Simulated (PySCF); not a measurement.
Screening by computed properties: pick the candidate that meets the target.

Each SMILES stands for a single optimised conformer of the isolated species, non-relativistic unless stated. Electronic properties by PySCF.

The conformers computed, where there is a choice (atom-mapped SMILES and torsion angles):
- `[F:1][C:2]([F:3])=[C:4]([F:5])[c:6]1[cH:7][cH:8][cH:9][o:10]1`: C2–C4–C6–C7 180°
- `[N:1]#[C:2][SiH2:3][CH2:4][SiH3:5]`: C2–Si3–C4–Si5 62°
- `[CH2:1]=[CH:2][CH2:3]/[P:4]=[C:5](/[CH3:6])[F:7]`: C1–C2–C3–P4 -114°, C2–C3–P4–C5 79°
- `[NH2:1][SiH2:2][Si@@H:3]([SiH3:4])[SiH2:5][OH:6]`: N1–Si2–Si3–Si4 -128°, Si2–Si3–Si5–O6 -45°, H–N1–Si2–Si3 38°, H–N1–Si2–Si3 177°, H–O6–Si5–Si3 -175°

The conformers of `O[Si]1(O)SCCS1` aren't listed.

Question: Wanted: HOMO energy between -10 eV and -8.2 eV (CAM-B3LYP/def2-SVPD) and dipole moment below 5 D (CAM-B3LYP/def2-SVPD), at GFN2-xTB geometries. Which candidate meets both?
A. `N[SiH2][Si@@H]([SiH3])[SiH2]O`
B. `N#C/C(F)=C1C=C\1F`
C. `N#C[SiH2]C[SiH3]`
D. `FC(F)=C(F)C1=CC=CO1`
E. `C=CC/P=C(/C)F`

Answer: A. Computed values:
```
                      species  HOMO energy  dipole moment
             N#C[SiH2]C[SiH3]    -10.54 eV         4.08 D
N[SiH2][Si@@H]([SiH3])[SiH2]O     -8.61 eV         1.90 D
            N#C/C(F)=C1C=C\1F     -8.38 eV         5.41 D
                C=CC/P=C(/C)F     -8.04 eV         0.69 D
          FC(F)=C(F)C1=CC=CO1     -7.70 eV         2.47 D
```

Question: Wanted: lowest singlet excitation below 5.4 eV (TDDFT CAM-B3LYP/def2-SVPD) and electronic spatial extent ⟨r²⟩ about the centre of nuclear charge below 1200 bohr² (CAM-B3LYP/def2-SVPD), at GFN2-xTB geometries. Which candidate meets both?
A. `FC(F)=C(F)c1ccco1`
B. `N#C[SiH2]C[SiH3]`
C. `N[SiH2][Si@@H]([SiH3])[SiH2]O`
D. `C(#N)/C(=C1C(=C/1)F)F`

Answer: D. Computed values:
```
                      species  lowest singlet excitation  electronic spatial extent ⟨r²⟩ about the centre of nuclear charge
        C(#N)/C(=C1C(=C/1)F)F                    4.95 eV                                                         1039 bohr²
            FC(F)=C(F)c1ccco1                    5.14 eV                                                         1439 bohr²
N[SiH2][Si@@H]([SiH3])[SiH2]O                    5.61 eV                                                         1698 bohr²
             N#C[SiH2]C[SiH3]                    7.19 eV                                                          884 bohr²
```

Question: Wanted: lowest triplet excitation (Tamm–Dancoff) between 3.3 eV and 5.2 eV (TDA CAM-B3LYP/def2-SVPD) and static isotropic polarisability above 84 au (CAM-B3LYP/def2-SVPD), at GFN2-xTB geometries. Which candidate meets both?
A. `N[SiH2][Si@@H]([SiH3])[SiH2]O`
B. `FC(F)=C(F)C1=CC=CO1`
C. `O[Si]1(O)SCCS1`
D. `C(C/P=C(/C)F)=C`
E. `N#C/C(F)=C1C=C\1F`

Answer: C. Computed values:
| species | lowest triplet excitation (Tamm–Dancoff) | static isotropic polarisability |
| --- | --- | --- |
| C(C/P=C(/C)F)=C | 2.65 eV | 89.0 au |
| FC(F)=C(F)C1=CC=CO1 | 3.02 eV | 78.3 au |
| N#C/C(F)=C1C=C\1F | 3.51 eV | 64.0 au |
| O[Si]1(O)SCCS1 | 5.01 eV | 91.0 au |
| N[SiH2][Si@@H]([SiH3])[SiH2]O | 5.29 eV | 127.7 au |
